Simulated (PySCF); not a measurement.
PySCF input file for C2H3Cl2FSi, SMILES F/C(=C/Cl)[SiH2]Cl, PBE/pcSseg-1. The structure is a stationary point at PBE0-D3(BJ)/def2-SVP. The structure was generated by enumeration; whether it is a known compound was not checked. Other conformers were not sampled.

```python
import numpy as np
from pyscf import gto, scf, dft
from pyscf.prop.nmr import rks as nmr

mol = gto.M(
    atom='''
    F     0.45091836    2.13062017   -1.02128586
    C     0.53765222    0.97701730   -0.34158071
    C     1.64897553    0.24730833   -0.49244907
    Cl    1.86079499   -1.25724436    0.30665340
    Si   -0.95003176    0.54905501    0.73920516
    Cl   -2.10150495   -0.89518363   -0.18606281
    H     2.47343219    0.56361540   -1.13709717
    H    -0.50414835    0.02932009    2.05622543
    H    -1.75480190    1.79003456    0.87771085
    ''',
    basis='pcSseg-1',
    charge=0,
    spin=0,
    max_memory=1600,
    verbose=3,
)
mf = dft.RKS(mol, xc='pbe')
mf.grids.level = 3
mf.conv_tol = 1e-10
mf.max_cycle = 100
mf.kernel()
n = nmr.NMR(mf)
n.verbose = 2
n.max_cycle_cphf = 60
sigma = n.kernel()
print('atom   isotropic/ppm   span/ppm')
for i, s in enumerate(sigma):
    w = np.linalg.eigvalsh((s + s.T) / 2)
    print(f'{mol.atom_symbol(i):2s}{i + 1:3d} {w.mean():14.3f} {w[2] - w[0]:11.3f}')
```

Output:

```
converged SCF energy = -1386.99073494392
atom   isotropic/ppm   span/ppm
F   1        257.477     194.447
C   2          7.074     147.476
C   3         48.088     164.759
Cl  4        756.176     316.593
Si  5        361.289      74.763
Cl  6        973.083     156.201
H   7         24.554       5.807
H   8         25.561       7.586
H   9         25.997       8.903
```

The calculation finished and met its thresholds.
